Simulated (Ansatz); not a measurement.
Geometry optimisation, UKS PBE0/def2-SVP (Ansatz).

Input:

```yaml
crystal:
  periodic: [false, false, false]
  atoms:
    - { symbol: Sn, position_ang: [0.000344, 0.0, -0.12119] }
    - { symbol: Cl, position_ang: [-0.000425, 0.0, 2.276291] }
    - { symbol: H, position_ang: [1.643351, 0.0, -0.581633] }
    - { symbol: H, position_ang: [-0.82093, 1.422751, -0.582451] }
    - { symbol: H, position_ang: [-0.82093, -1.422751, -0.582451] }
    - { symbol: Cl, position_ang: [0.000391, 0.0, 5.513235] }
magnetization:
  spin_polarized: true
  initial_magnetization: 1
basis:
  gaussian: { orbitals: def2-SVP }
hamiltonian:
  xc: pbe0
relax:
  f_tol: 0.03
  max_steps: 50
```

Command:

```bash
$ ansatz run input.yaml --threads 2 --pin off --max-ram 3072MiB --backend cpu --events-out ev --progress --plain --runs-dir out
```

**Question.** Where does it end, and by what steps?

**Answer.** The run converged. The force dipped under the threshold on the way, but the program's further checks kept it going. After 18 steps the energy has fallen by 0.266 eV; Cl6 moved furthest, 2.03 Å.

```tsv
step	energy less start (eV)	largest force component (eV/Å)	accepted
0	0.0000	0.377	yes
1	-0.0058	0.269	yes
2	-0.0089	0.112	yes
3	-0.0183	0.074	yes
4	-0.0276	0.070	yes
5	-0.0284	0.004	yes
6	-0.0287	0.010	yes
7	-0.0295	0.018	yes
8	-0.0329	0.032	yes
9	-0.0566	0.120	yes
10	-0.0919	0.065	yes
11	-0.1283	0.095	yes
12	-0.1544	0.104	yes
13	-0.1873	0.141	yes
14	-0.2090	0.168	yes
15	-0.2365	0.115	yes
16	-0.2556	0.062	yes
17	-0.2647	0.078	yes
18	-0.2663	0.022	yes
```

```xyz
6
Properties=species:S:1:pos:R:3
Sn -0.079 0.000 0.249
Cl -1.291 0.000 2.321
H 1.567 0.000 0.660
H -0.606 1.422 -0.532
H -0.606 -1.422 -0.532
Cl 1.018 0.000 3.755
```

Run time: 39 s on 2 threads of Intel(R) Xeon(R) 6975P-C (Granite Rapids), on a shared host, peak memory 0.28 GiB.
